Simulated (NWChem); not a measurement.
System: C₃H₈BF; SMILES C(B(F)C)C

NWChem input:

```
start job
memory heap 200 mb stack 900 mb global 1100 mb
geometry units angstroms noautosym nocenter noautoz
  B     -0.029749     0.557083    -0.003669
  F     -1.379124     0.520389    -0.003551
  C      0.645079     1.979376    -0.001990
  H      0.308595     2.556871     0.886510
  H      0.300599     2.563390    -0.883064
  H      1.751663     1.956878    -0.006769
  C      0.757593    -0.808130    -0.008176
  C     -0.064825    -2.099398     0.005041
  H      1.466202    -0.769097     0.853445
  H      1.440920    -0.772263    -0.890509
  H     -0.735459    -2.160704    -0.876079
  H     -0.713648    -2.156309     0.902676
  H      0.574924    -3.005227    -0.000446
end
basis spherical
  * library def2-svp
end
dft
  xc b3lyp
  iterations 150
  mulliken
end
task dft energy
esp
  recalculate
  probe 0.07
  range 0.3
  factor 1.0
  spacing 0.02
end
task esp
```

Parts of the log:

```
             Northwest Computational Chemistry Package (NWChem) 7.3.0
             --------------------------------------------------------

                             Geometry "geometry" -> ""
                             -------------------------

 Output coordinates in angstroms (scale by  1.889725989 to convert to a.u.)

  No.       Tag          Charge          X              Y              Z
 ---- ---------------- ---------- -------------- -------------- --------------
    1 B                    5.0000    -0.02974900     0.55708300    -0.00366900
    2 F                    9.0000    -1.37912400     0.52038900    -0.00355100
    3 C                    6.0000     0.64507900     1.97937600    -0.00199000
    4 H                    1.0000     0.30859500     2.55687100     0.88651000
    5 H                    1.0000     0.30059900     2.56339000    -0.88306400
    6 H                    1.0000     1.75166300     1.95687800    -0.00676900
    7 C                    6.0000     0.75759300    -0.80813000    -0.00817600
    8 C                    6.0000    -0.06482500    -2.09939800     0.00504100
    9 H                    1.0000     1.46620200    -0.76909700     0.85344500
   10 H                    1.0000     1.44092000    -0.77226300    -0.89050900
   11 H                    1.0000    -0.73545900    -2.16070400    -0.87607900
   12 H                    1.0000    -0.71364800    -2.15630900     0.90267600
   13 H                    1.0000     0.57492400    -3.00522700    -0.00044600

 Effective nuclear repulsion energy (a.u.)     165.2569704267

                                 NWChem DFT Module
                                 -----------------

 Summary of "ao basis" -> "ao basis" (spherical)
 ------------------------------------------------------------------------------
       Tag                 Description            Shells   Functions and Types
 ---------------- ------------------------------  ------  ---------------------
 B                          def2-svp                 6       14   3s2p1d
 F                          def2-svp                 6       14   3s2p1d
 C                          def2-svp                 6       14   3s2p1d
 H                          def2-svp                 3        5   2s1p

            General Information
            -------------------
          SCF calculation type: DFT
          Wavefunction type:  closed shell.
          No. of atoms     :    13
          No. of electrons :    40
           Alpha electrons :    20
            Beta electrons :    20
          Charge           :     0
          Spin multiplicity:     1
          Use of symmetry is: off; symmetry adaption is: off
          Maximum number of iterations: 150
          AO basis - number of functions:   110
                     number of shells:    54
          Convergence on energy requested:  1.00D-06
          Convergence on density requested:  1.00D-05
          Convergence on gradient requested:  5.00D-04

              XC Information
              --------------
                         B3LYP Method XC Potential
                     Hartree-Fock (Exact) Exchange  0.200
                        Slater Exchange Functional  0.800 local
                    Becke 1988 Exchange Functional  0.720 non-local
              Lee-Yang-Parr Correlation Functional  0.810
                  VWN I RPA Correlation Functional  0.190 local

[...]

                     NWChem Electrostatic Potential Fit Module
                     -----------------------------------------

 Atom parameters

 Number of atoms is                                   13
 Number of basis functions is                        110

 Grid parameters

 Maximum number of grid points is                  47401
 Number of grid points is                          47400
 Grid range                                     0.300000 nm
 Grid spacing                                   0.020000 nm
 Probe radius                                   0.070000 nm
 Atom radius factor                             1.000000

 Atomic radii

    1    0.100000
    5    0.158000
    6    0.147000
    9    0.128000
 FASTESP  F
  using M.O. file = ./job.movecs

    Atom              Coordinates                           Charge

                                                  ESP

    1 B    -0.002975    0.055708   -0.000367    0.501968
    2 F    -0.137912    0.052039   -0.000355   -0.306771
    3 C     0.064508    0.197938   -0.000199   -0.363347
    4 H     0.030860    0.255687    0.088651    0.089396
    5 H     0.030060    0.256339   -0.088306    0.089348
    6 H     0.175166    0.195688   -0.000677    0.050685
    7 C     0.075759   -0.080813   -0.000818   -0.021255
    8 C    -0.006483   -0.209940    0.000504   -0.029159
    9 H     0.146620   -0.076910    0.085345   -0.011350
   10 H     0.144092   -0.077226   -0.089051   -0.009589
   11 H    -0.073546   -0.216070   -0.087608    0.004315
   12 H    -0.071365   -0.215631    0.090268    0.004278
   13 H     0.057492   -0.300523   -0.000045    0.001480
                                            ------------
                                               -0.000000

 Dipole moment                                  0.507439

 Quadrupole moment Qxx                         -4.262959
                   Qyy                          0.630206
                   Qzz                          3.632752

 RMS deviation kJ/mol                           0.043902

 RRMS %                                        38.368363
```

Level: B3LYP/def2-SVP. Structure relaxed at the PBE-D3(BJ)/def2-SVP level. Not confirmed as a minimum by frequencies. B3LYP is NWChem's, with the RPA form of VWN correlation.
